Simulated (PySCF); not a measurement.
## Aluminium: a sound run and one with changed settings

Sound run: Al+ [Ne] 3s2, Al(2+) [Ne] 3s1. Computed with PySCF 2.14 in cc-pV(T+d)Z (5s4p3d1f, 39 functions), with no relativity, point nucleus. In the sound run the correlated levels freeze [Ne]. The sound run starts from symmetry-adapted Hartree-Fock orbitals and uses a fine grid where one is needed.

Changed run: scalar relativity by spin-free X2C-1e. This setting is unsound on purpose.

| species | method | sound run (hartree) | changed run (hartree) | converged |
| --- | --- | --- | --- | --- |
| Al+ | UHF | -241.67338 | -242.06841 | yes |
| Al+ | PBE | -242.00640 | -242.40099 | yes |
| Al+ | M06-L | -242.13568 | -242.53056 | yes |
| Al+ | MP2 | -241.70114 | -242.09616 | yes |
| Al+ | CCSD(T) | -241.71291 | -242.10790 | yes |
| Al(2+) | UHF | -241.02957 | -241.42355 | yes |
| Al(2+) | PBE | -241.31737 | -241.71081 | yes |
| Al(2+) | M06-L | -241.44998 | -241.84379 | yes |

Ionisation energy of Al+:

```tsv
method	sound run (eV)	changed run (eV)
UHF	17.519	17.548
PBE	18.749	18.781
M06-L	18.659	18.688
MP2	18.274	18.303
SCS-MP2	18.425	18.454
CCSD	18.595	18.622
CCSD(T)	18.595	18.622
CCSDT	18.595	18.622
FCI	18.595	18.622
```

Most of the change in total energy is the relativistic energy itself. On top of that the contraction fixes the core shape for the Hamiltonian it was made with, so the changed run is not a good calculation with the other Hamiltonian either.

For comparison, NIST gives 18.829 eV between the lowest levels.
